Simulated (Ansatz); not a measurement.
Geometry optimisation, RHF/def2-SVP (Ansatz).

Input:

```yaml
crystal:
  periodic: [false, false, false]
  atoms:
    - { symbol: Ta, position_ang: [-0.028079, 0.082924, 0.04528] }
    - { symbol: Cl, position_ang: [2.308042, 0.47171, 0.526883] }
    - { symbol: F, position_ang: [-0.612473, 0.785758, 1.683096] }
    - { symbol: F, position_ang: [0.412376, -0.771768, -1.554342] }
    - { symbol: F, position_ang: [-0.909145, 1.421769, -0.854098] }
    - { symbol: O, position_ang: [-1.045972, -1.512962, 0.482265] }
    - { symbol: H, position_ang: [-1.72792, -1.521266, 1.149922] }
    - { symbol: O, position_ang: [1.425217, -2.465843, 1.315311] }
    - { symbol: Al, position_ang: [0.065123, -3.379313, 0.776524] }
    - { symbol: H, position_ang: [0.106007, -4.048707, -0.651459] }
    - { symbol: H, position_ang: [-0.883193, -3.902404, 1.926561] }
    - { symbol: H, position_ang: [2.232818, -2.076697, 0.954254] }
basis:
  gaussian: { orbitals: def2-SVP }
hamiltonian:
  xc: hf
relax:
  f_tol: 0.03
  max_steps: 50
output:
  orbitals: {}
```

Command:

```bash
$ ansatz run input.yaml --threads 4 --pin off --max-ram 5120MiB --backend cpu --events-out ev --progress --plain --runs-dir out
```

Task: Where does it end, and by what steps?

Result: The run converged. After 13 steps the energy has fallen by 1.910 eV; H7 moved furthest, 1.07 Å. Joined: Ta1–O8 (3.20 → 2.08 Å).

| step | energy less start (eV) | largest force component (eV/Å) | accepted |
| --- | --- | --- | --- |
| 0 | 0.0000 | 1.845 | yes |
| 1 | -0.3475 | 2.372 | yes |
| 2 | -0.6979 | 2.810 | yes |
| 3 | -1.1499 | 3.180 | yes |
| 4 | -1.5821 | 2.457 | yes |
| 5 | -1.7635 | 0.823 | yes |
| 6 | -1.8074 | 0.572 | yes |
| 7 | -1.8398 | 0.428 | yes |
| 8 | -1.8703 | 0.274 | yes |
| 9 | -1.8947 | 0.212 | yes |
| 10 | -1.8999 | 0.136 | yes |
| 11 | -1.9070 | 0.127 | yes |
| 12 | -1.9095 | 0.040 | yes |
| 13 | -1.9100 | 0.026 | yes |

```xyz
12
Properties=species:S:1:pos:R:3
Ta 0.319 -0.154 0.229
Cl 2.344 0.988 0.346
F -0.055 0.226 2.033
F 0.625 -0.611 -1.571
F -0.990 1.058 -0.300
O -1.125 -1.661 0.310
H -2.046 -1.530 0.128
O 1.161 -1.969 0.805
Al -0.240 -3.229 0.844
H -0.116 -4.273 -0.328
H -0.615 -3.646 2.314
H 2.079 -2.117 0.989
```

Whether the end is a true minimum wasn't checked by a vibrational analysis.

Run time: 38 s on 4 threads of Arm Neoverse V2, on a shared host, peak memory 0.5 GiB.
